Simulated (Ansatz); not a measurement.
# One arrangement of a pair

The pair of Ag⁺ (SMILES [Ag+], atom 1) and Cl2 (SMILES ClCl, atoms 2–3), both closed shells, in one local arrangement (a lower one may exist), relaxed at PBE0-D4/def2-TZVP:

```xyz
3
angstrom
Ag 0.0548 -0.0512 -1.9470
Cl -0.6481 0.6063 1.4878
Cl 0.5934 -0.5550 0.4593
```

Program: Ansatz 0.2.0. Basis: def2-TZVPPD, with def2-QZVPPD for the basis limit. Cores are frozen in the correlated methods. Filled d shells of the heavier atoms are correlated. Core potentials replace the inner electrons of the atoms past krypton. B3LYP uses VWN-RPA correlation. Extrapolation: Hartree–Fock as exp(−7.88 √X), correlation as X^−2.97. Interaction energies count from these two fragments, frozen as in the pair, with the counterpoise correction; negative means bound.

Question: What is the interaction energy by CCSD(T) at an estimated basis limit (MP2 extrapolated from triple and quadruple zeta, plus CCSD(T) − MP2 in triple zeta)? (Judge from chemistry; the value comes from the calculation.)

Answer: By the calculation: -76.3 kJ/mol. Hartree–Fock alone gives -27.8 kJ/mol at the basis limit. It counts from the two fragments frozen as in the pair.

The same quantity by other methods in triple zeta, and each one's difference from that estimate:
```csv
method,E_int (kJ/mol),difference
PBE-D4,-96.7,-20.4
revPBE-D4,-85.9,-9.6
BLYP-D4,-95.5,-19.2
r2SCAN-D4,-92.9,-16.7
B97M-V,-84.0,-7.8
PBE0-D4,-79.5,-3.2
B3LYP-D4,-82.9,-6.6
HSE06-D4,-79.5,-3.2
wB97X-V,-70.5,5.8
wB97M-V,-71.2,5.1
B2PLYP,-69.5,6.8
HF,-24.7,51.5
MP2,-65.1,11.2
CCSD,-54.1,22.2
CCSD(T),-59.2,17.1
```
Differences are method less estimate.

Question: Which atoms make the shortest contact between the fragments?

Answer: Ag1 and Cl3, 2.52 Å apart.

Basis-set superposition shift (counterpoise-corrected less uncorrected): CCSD(T) 6.7; MP2 6.2; HF 0.6; PBE0-D4 0.6; wB97M-V 0.5 kJ/mol.

The T1 diagnostic stays at or below 0.011.

For scale, one of the runs: CCSD(T)/def2-TZVPPD, 158 basis functions, launched by `ansatz run in.yaml --threads 2 --pin off --events-out ev --progress --plain --max-ram 5222MiB`. Time: 12 s of wall clock on 2 CPU threads of an Intel Xeon Platinum 8488C; the host was shared. Peak host memory: 0.92 GiB.
